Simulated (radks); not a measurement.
Excited configurations of Pm VI: one electron is placed in a higher orbital outside [Kr] 4d10 4f3 5s2 5p4. The ground configuration is [Kr] 4d10 4f3 5s2 5p5. Calculated with a radial shooting solver on a logarithmic mesh with Libxc functionals: Dirac Kohn-Sham, LDA (Slater exchange, Perdew-Wang correlation), spin-unpolarised, spherical densities, finite nucleus; open shells fill j = l - 1/2 first; Fermi nuclear charge, rms radius 4.962 fm. Excitation = E - E(ground); binding = E(ion) - E, where the ion is the core of charge +6; n* = 6/sqrt(2 binding) in atomic units, and the quantum defect is n - n*.

outer orbital  excitation (eV)  binding (eV)     n*  quantum defect  eigenvalue (eV)  <r> (bohr)
5d3/2                   27.292        56.286  2.950           2.050          -50.402       1.879
5f5/2                   52.126        31.452  3.946           1.054          -27.870       2.890
6s1/2                   36.976        46.602  3.242           2.758          -42.845       2.725
6p1/2                   43.240        40.338  3.485           2.515          -37.001       2.991
6d3/2                   53.775        29.803  4.054           1.946          -27.282       3.753
6f5/2                   63.376        20.202  4.924           1.076          -18.406       5.162
7s1/2                   56.532        27.046  4.256           2.744          -25.061       4.634
7p1/2                   59.353        24.225  4.497           2.503          -22.401       5.021
7d3/2                   64.427        19.151  5.057           1.943          -17.665       6.049
7f5/2                   69.529        14.049  5.905           1.095          -12.937       7.863

The Delta-SCF ionisation energy is 83.578 eV (NIST Atomic Spectra Database: 85 eV, theoretical). Self-interaction in the functional shifts the binding energies and quantum defects, so they are the method's values and not measured ones. Spin polarisation and multiplet splitting are left out, so open shells lie too high by an amount that depends on their filling.

Beside tabulated values, note that spin-unpolarised runs miss the spin-polarisation part of the exchange energy of open shells.
